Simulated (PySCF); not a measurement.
ZnBr, SMILES [Br][Zn+], charge +1.

Geometry optimised at PBE-D3(BJ)/def2-TZVP. The spin state was assumed, not searched.

Computed with PBE-D3(BJ)/def2-TZVP (PySCF).

Frequencies are harmonic and unscaled.

**Question.** Estimate the vibrational spectrum. (An estimate is asked for; the answer gives what the named calculation found.)

**Answer.** 
```
mode  ν (cm⁻¹)  IR (km/mol)  moving atoms (share of kinetic energy)
----  --------  -----------  --------------------------------------
1          321          6.7                        Zn 55 %, Br 45 %
```
